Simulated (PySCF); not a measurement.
From results back to the method.

GaMe2H, C2H7Ga.
Geometry (PBE0-D3(BJ)/def2-SVP, Å), atoms numbered from 1 in this order:
```
atom  x, y, z in Å
Ga1   -0.3898   -0.6668   -0.0028
C2     1.5826   -0.6637   -0.0032
H3     1.9588   -0.1860    0.9171
H4     1.9652   -0.0639   -0.8456
H5     2.0148   -1.6723   -0.0688
C6    -1.3551    1.0534    0.0077
H7    -1.1444    1.6058   -0.9237
H8    -1.0015    1.6896    0.8357
H9    -2.4443    0.9350    0.0973
H10   -1.1864   -2.0310   -0.0137
```

The closed-shell ground state was solved 3 times with PySCF (density fitting, gas phase), always in the pcSseg-1 (pcSseg-2 on Ga) basis (132 functions), with these functionals: B3LYP, PBE and PBE0. The calculation is non-relativistic and has no spin–orbit coupling, an omission that weighs most on gallium.

```json
{"row": "P", "total energy (Eh)": "-2004.9421", "HOMO (eV)": "-7.68", "LUMO (eV)": "-1.01", "dipole (D)": "0.61"}
{"row": "Q", "total energy (Eh)": "-2004.8923", "HOMO (eV)": "-6.45", "LUMO (eV)": "-1.79", "dipole (D)": "0.68"}
{"row": "R", "total energy (Eh)": "-2005.3653", "HOMO (eV)": "-7.44", "LUMO (eV)": "-1.30", "dipole (D)": "0.62"}
```

Question: Which functional belongs to which row?

Answer: P = PBE0, Q = PBE, R = B3LYP. By rising HOMO–LUMO gap: PBE (GGA) 4.66 eV; B3LYP (global hybrid, 20 % exact exchange) 6.14 eV; PBE0 (global hybrid, 25 % exact exchange) 6.67 eV. Total energies of different functionals aren't bounds to one another; each is stationary for its own functional.
